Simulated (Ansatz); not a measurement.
Q: Predict a relaxed structure of VO2⁺ (the lowest singlet isomer of a short search), charge 1, singlet, at PBE-D4/def2-TZVP (Ansatz).

A: 
Cartesian coordinates in Å:
```
V -0.714 -0.462 -0.617
O 0.032 -0.039 0.886
O 0.682 0.501 -0.269
```
Point group C2v (tolerance 0.1 Å). The metal has 2 neighbours: O 1.73 Å, O 1.73 Å. This is one stationary point.

The structure holds one bond between oxygen atoms, so isomers without such links may lie far lower. The restricted singlet is unstable: a solution with broken spin symmetry lies lower. An occupied level of the charge 1 singlet lies above an empty one (by up to 0.35 eV), so this SCF solution is probably not the lowest. At PBE-D4/def2-TZVP a triplet of charge 1 lies 1.26 eV below the restricted singlet, each at its own geometry. The structure comes from a short search, and lower isomers may exist.
